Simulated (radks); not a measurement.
Effect of the nuclear size on neutral krypton, [Kr]. All-electron calculation, Dirac Kohn-Sham, LDA (Slater exchange, Perdew-Wang correlation), spin-unpolarised, spherical densities, finite nucleus; Fermi nuclear charge, rms radius 4.1884 fm. Program: a radial shooting solver on a logarithmic mesh with Libxc functionals. The rms radius is varied about that value; shifts are against it.

rms radius (fm)  total energy shift (eV)  density at nucleus (e/bohr^3)  1s1/2 shift (meV)  2s1/2 shift (meV)  3p1/2 shift (meV)  4s1/2 shift (meV)
3.757                             -0.122                       4.96e+04              -51.8              -5.25              0.076             -0.096
3.8575                           -0.0947                       4.95e+04              -40.2              -4.07              0.059             -0.075
4.1884                                 0                      4.918e+04              0.000              0.000              0.000              0.000
4.3769                            0.0571                        4.9e+04               24.3               2.46             -0.035              0.045
4.913                              0.232                      4.855e+04               98.6               9.99             -0.144              0.183

Slopes of the eigenvalues against <r^2> in GHz/fm^2, as finite differences over the two radii next to the reference (eigenvalue slopes, not the field-shift constants of lines): 1s1/2 3640, 2s1/2 369, 3p1/2 -5.32, 4s1/2 6.77.
